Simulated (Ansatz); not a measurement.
Total energies of `[OH][Ti]([OH])([F])[I]`.

Cartesian coordinates in Å:
```
O 0.6424 1.1562 -0.6887
Ti 0.1577 -0.3062 0.1687
O -1.4729 -0.7814 -0.3327
F 1.2831 -1.6132 -0.1387
I 0.1660 0.2144 2.7030
H 1.4214 1.6410 -0.9626
H -2.1976 -0.3108 -0.7490
```

Total charge 0; spin multiplicity 1. Correlated methods include outer-core shells of I, Ti, which these sets cover unevenly. Scalar relativity is left out up to krypton. I: def2 effective core potential. The geometry is a stationary point of PBE0-D4/def2-TZVP. It is one conformer, not always the lowest. Basis def2-TZVPP, Ansatz.

RPA on PBE orbitals: Hartree–Fock energy of these orbitals -1395.62557 Eh, correlation -2.38379 Eh (frozen core).

| functional | energy without D4 (Eh) | D4 term (kJ/mol) |
| --- | --- | --- |
| LDA (SPW92) | -1394.91196 | – |
| PBE | -1398.57778 | -17.9 |
| revPBE | -1398.91424 | -42.9 |
| BLYP | -1399.00883 | -37.6 |
| r2SCAN | -1399.03340 | -4.2 |
| B97M-V | -1398.73485 | – |
| PBE0 | -1398.59505 | -15.5 |
| B3LYP | -1399.15704 | -29.2 |
| r2SCANh | -1398.98746 | -4.6 |
| r2SCAN0 | -1398.92176 | -5.1 |
| HSE06 (plane-wave form) | -1398.57495 | -14.7 |
| BHLYP | -1398.83131 | -26.5 |
| CAM-B3LYP | -1399.00590 | -16.2 |
| LC-ωPBE | -1398.74540 | – |
| ωB97X-V | -1398.81091 | – |
| ωB97M-V | -1398.89070 | – |
| B2PLYP | -1398.57156 | – |
| PBE-QIDH | -1398.29636 | – |

B3LYP takes the VWN-RPA correlation (the form of Gaussian; ORCA's B3LYP/G). HSE06 is the plane-wave form, built on full-range PBE exchange. The double hybrids freeze the cores in their second-order part.

LC-ωPBE has ω = 0.4 bohr⁻¹.
